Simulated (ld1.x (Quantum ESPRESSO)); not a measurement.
**Scattering properties, TM potential for Au (Z = 79)**

```json
{"Element": "gold", "Generator": "ld1.x (Quantum ESPRESSO) 7.5", "Type": "norm-conserving Troullier–Martins (Kleinman–Bylander form)", "Functional": "PBE", "Relativity": "fully relativistic", "Frozen core": "[Xe] 4f14", "Valence charge": "11", "Reference configuration": "5d10 6s0 6p0 (charge +1)", "Partial waves": "6p (bound, empty): rc 2.70 bohr; 5d (bound): rc 2.30 bohr; 6s (bound, empty): rc 2.25 bohr", "Local potential": "the s channel", "Core correction": "Bessel-smoothed model core inside 1.90 bohr"}
```

Open shells are filled in proportion to 2j + 1 (rel_dist='average').

The phase is arctan(r·u′/u) with u = r·R(r), unwrapped; energies in Ry, scanned from -3 to 5 Ry. A pole is an energy at which the radial function vanishes at the test radius. The pseudo phase is shifted by a multiple of π to meet the all-electron one at the reference energy, and phase errors are pseudo minus all-electron; the curves can meet again beyond the range given. Levels narrower than the energy grid can be missing from the lists of poles.

Task: For each channel, where are the poles, and over which energies does the pseudopotential scatter like the atom?

Result:

```csv
channel,radius (bohr),reference energy (Ry),"poles, all-electron","poles, pseudo",unbroken range about the reference energy with phases within 0.05 rad,phase error 1 Ry above the reference energy (rad)
s,2.96,-0.97,0.07,0.05,below 1.7,-0.003
p1/2,2.96,-0.55,1.07,1.02,below 2.5,-0.005
p3/2,2.96,-0.48,1.55,1.39,below 2.3,-0.013
d3/2,2.96,-1.20,"-1.05, 3.66","-1.05, 4.38",below 0.4,+0.013
d5/2,2.96,-1.08,"-0.91, 3.80","-0.91, 4.50",below 0.5,+0.013
```

Phases in the p3/2 channel:

```tsv
E (Ry)	all-electron	pseudo
-3.00	1.341	1.337
-2.76	1.326	1.323
-2.52	1.309	1.305
-2.28	1.288	1.285
-2.04	1.262	1.258
-1.80	1.228	1.225
-1.56	1.183	1.179
-1.32	1.117	1.114
-1.08	1.017	1.014
-0.84	0.844	0.842
-0.60	0.511	0.511
-0.36	-0.101	-0.102
-0.12	-0.735	-0.741
0.12	-1.089	-1.098
0.36	-1.272	-1.284
0.60	-1.379	-1.393
0.84	-1.450	-1.465
1.08	-1.500	-1.518
1.32	-1.539	-1.560
1.56	-1.572	-1.597
1.80	-1.600	-1.630
2.04	-1.625	-1.664
2.28	-1.650	-1.700
2.52	-1.675	-1.742
2.76	-1.702	-1.795
3.00	-1.732	-1.871
3.24	-1.767	-1.993
3.48	-1.811	-2.229
3.72	-1.870	-2.776
3.96	-1.956	-3.636
4.20	-2.096	-4.127
4.44	-2.354	-4.339
4.68	-2.867	-4.450
4.92	-3.569	-4.518
```
